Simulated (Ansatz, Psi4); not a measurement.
The Ansatz (a program for electronic structure) input:
Ansatz 0.2 input:
```yaml
crystal:
  periodic: [false, false, false]
  atoms:
    - {symbol: O, position_ang: [1.29223798, -0.53634598, 0.12438406]}
    - {symbol: S, position_ang: [-0.12233129, -0.08572590, 0.46242826]}
    - {symbol: F, position_ang: [-0.98017879, -0.70632344, -0.73527068]}
    - {symbol: F, position_ang: [-0.16480630, 1.39870553, -0.12933654]}
    - {symbol: H, position_ang: [1.92426265, -0.56905663, -0.61245951]}
basis:
  gaussian:
    orbitals: cc-pVDZ
total_charge: 1
magnetization: {spin_polarized: false}
correlation: {method: mp2, electrons: outside_noble_gas}
accuracy: high
```

Problem. Give the equivalent Psi4 input.

Solution. This is not unique; one that fits is 
```
memory 2 GB

molecule mol {
1 1
  O     1.292238   -0.536346    0.124384
  S    -0.122331   -0.085726    0.462428
  F    -0.980179   -0.706323   -0.735271
  F    -0.164806    1.398706   -0.129337
  H     1.924263   -0.569057   -0.612460
}

set basis cc-pvdz
set reference rhf
set freeze_core true
set mp2_type conv
set scf_type pk
set puream true
set d_convergence 1e-8

energy('mp2')
print_variables()
```

Both were run: Ansatz gave -672.153266 Eh and Psi4 -672.153266 Eh, 0.000 mEh apart.
